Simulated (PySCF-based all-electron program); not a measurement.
Distorting GeH4O, singlet

All-electron Kohn–Sham DFT on the free molecule, computed near the basis limit with an in-house program on PySCF integrals; Koelling–Harmon scalar relativity, no spin–orbit coupling, spin-restricted. Forces are good to about 0.019 eV/Å. Atoms are numbered as listed.

Shape A:

```xyz
6

Ge    0.0000    0.0000    0.0000
O     0.0000    0.0000    1.7700
H     0.7278    1.2607   -0.4871
H    -1.4557    0.0000   -0.4871
H     0.7278   -1.2607   -0.4871
H     0.9037    0.0000    2.1169
```

PBE forces:

```
atom      Fx      Fy  Fz (eV/Å)
 Ge1   0.045   0.000     -0.830
  O2  -0.186   0.000      0.805
  H3   0.072   0.107     -0.097
  H4  -0.006   0.000      0.189
  H5   0.072  -0.107     -0.097
  H6   0.003   0.000      0.028
```

What forces does r2SCAN give in shape A?

The forces move by 0.351 eV/Å (r.m.s. over the atoms) from PBE.

```csv
atom,Fx,Fy,Fz (eV/Å)
Ge1,0.041,0.000,-0.559
O2,0.208,0.000,0.430
H3,-0.042,-0.096,-0.008
H4,0.228,0.000,0.277
H5,-0.042,0.096,-0.008
H6,-0.393,0.000,-0.131
```

Shape B:

```xyz
6

Ge    0.0000    0.0000    0.0000
O     0.0000    0.0000    1.9470
H     0.7278    1.2607   -0.4871
H    -1.4557    0.0000   -0.4871
H     0.7278   -1.2607   -0.4871
H     0.9037    0.0000    2.2939
```

Against shape A, Ge1–O2 goes from 1.770 to 1.947 Å.

PBE forces:

```json
{"atom": "Ge1", "Fx": "0.219", "Fy": "0.000", "Fz (eV/Å)": "1.872"}
{"atom": "O2", "Fx": "-0.480", "Fy": "0.000", "Fz (eV/Å)": "-2.026"}
{"atom": "H3", "Fx": "0.048", "Fy": "0.078", "Fz (eV/Å)": "0.034"}
{"atom": "H4", "Fx": "-0.011", "Fy": "0.000", "Fz (eV/Å)": "0.296"}
{"atom": "H5", "Fx": "0.048", "Fy": "-0.078", "Fz (eV/Å)": "0.034"}
{"atom": "H6", "Fx": "0.176", "Fy": "0.000", "Fz (eV/Å)": "-0.210"}
```

What forces does r2SCAN give in shape B?

The forces move by 0.337 eV/Å (r.m.s. over the atoms) from PBE.

```csv
atom,Fx,Fy,Fz (eV/Å)
Ge1,0.218,0.000,2.069
O2,-0.081,0.000,-2.342
H3,-0.069,-0.126,0.129
H4,0.227,0.000,0.391
H5,-0.069,0.126,0.129
H6,-0.227,0.000,-0.375
```

Shape C:

```xyz
6

Ge    0.0000    0.0000    0.0000
O     0.0000    0.0000    1.5930
H     0.7278    1.2607   -0.4871
H    -1.4557    0.0000   -0.4871
H     0.7278   -1.2607   -0.4871
H     0.9037    0.0000    1.9399
```

Against shape A, Ge1–O2 goes from 1.770 to 1.593 Å.

PBE forces:

```
atom      Fx      Fy  Fz (eV/Å)
 Ge1  -0.270   0.000     -7.972
  O2   0.251   0.000      8.086
  H3   0.121   0.172     -0.275
  H4  -0.032   0.000      0.028
  H5   0.121  -0.172     -0.275
  H6  -0.191   0.000      0.408
```

What forces does r2SCAN give in shape C?

The forces move by 0.355 eV/Å (r.m.s. over the atoms) from PBE.

```tsv
atom	Fx	Fy	Fz (eV/Å)
Ge1	-0.277	0.000	-7.662
O2	0.640	0.000	7.690
H3	0.010	-0.029	-0.194
H4	0.197	0.000	0.108
H5	0.010	0.029	-0.194
H6	-0.581	0.000	0.252
```
